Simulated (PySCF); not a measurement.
Computed shifts of a molecule C₂H₆ClFSi, PySCF with PBE/pcSseg-1, GIAO, gas phase, equivalent atoms averaged, in ppm (number of nuclei): ¹⁹F: -154.5 (1). ¹³C: 119.1 (1), 26.9 (1). ²⁹Si: -80.4 (1). ¹H: 7.11 (1), 4.32 (3), 1.91 (1), 1.76 (1). References: ¹⁹F against CFCl3 (σ = 133.6 ppm); ¹³C against TMS (σ = 182.0 ppm); ³⁵Cl against HCl (σ = 936.5 ppm); ²⁹Si against TMS (σ = 335.4 ppm); ¹H against TMS (σ = 31.49 ppm), references at their B3LYP-D3(BJ)/def2-TZVP geometries, non-relativistic (without spin–orbit terms, shifts of atoms bonded to Cl or Br come out too high). The structure is a stationary point at B3LYP-D3(BJ)/def2-SVP. One conformer was computed; it need not be the lowest.

**Question.** Which structure fits?
A) C[Si@H](Cl)CF
B) F[C@@H](Cl)C[SiH3]
C) CC[Si@@H](F)Cl
D) C[Si](C)(F)Cl

**Answer.** B, F[C@@H](Cl)C[SiH3]
